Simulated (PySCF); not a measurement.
WO₂Br₂, singlet: structure and spectrum

Level of theory: PySCF, PBE0, basis W def2-SVP with ECP60, O def2-SVP, Br def2-SVP (scalar-relativistic core potentials, no spin–orbit coupling, density fitting).

The structure is a higher-order saddle point with 2 imaginary modes.

* Point group: C2v
* Bond lengths: W–Br 2.560 Å (×2), W–O 1.695 Å (×2)
* Bond angles: Br–W–Br 84.6°, Br–W–O 87.9° (×2), Br–W–O 172.5° (×2), O–W–O 99.6°
* Dipole moment: 1.13 D
* Rotational constants: 0.04033, 0.03228, 0.01793 cm⁻¹
* Principal quadrupole moments (Buckingham, traceless) about the centre of mass: -8.37, -4.27, 12.64 D Å
* Highest occupied level: -7.91 eV
* Zero-point energy (real modes): 18.8 kJ/mol
* Lowest empty level: -6.37 eV
* Atomisation energy without zero-point energy: 1721 kJ/mol
* Principal polarisabilities: 49.0, 94.9, 102.9 bohr³

Harmonic modes (masses in u: W 183.951, O 15.995, Br 78.918):
| symmetry | ω (cm⁻¹) | IR (km/mol) | type |
| --- | --- | --- | --- |
| a2 | 252i | – | bend |
| b1 | 111i | – | bend |
| a1 | 118 | 0.2 | bend |
| b2 | 150 | 28.0 | bend |
| b2 | 216 | 7.0 | mixed |
| a1 | 237 | 14.0 | stretch |
| a1 | 402 | 7.7 | bend |
| b2 | 984 | 149 | stretch |
| a1 | 1029 | 176 | stretch |

In C2v the vibrations span a2 + b1 + 4a1 + 3b2. Here b1 is antisymmetric to the molecular plane and b2 lies in it. The a2 mode carries no infrared intensity, as symmetry demands.

Charges (e):
| atom | Mulliken | Löwdin | polar tensor | Mayer order to W1 |
| --- | --- | --- | --- | --- |
| W1 | 1.07 | 0.03 | 2.46 | – |
| O2,3 | -0.24 | -0.03 | -0.74 | 2.20 |
| Br4,5 | -0.30 | 0.02 | -0.49 | 1.05 |

Mulliken populations on W1 (electrons outside its core potential): s 2.47, p 6.40, d 3.85, f 0.20.

Stability towards spin polarisation was not tested. This need not be the most stable arrangement of these atoms. At this level a singlet minimum of C2v symmetry lies 396 kJ/mol below this structure. No spin–orbit coupling is included, which matters more the heavier the element.

The final relaxation and frequency run took about 4 core-minutes on a shared host.
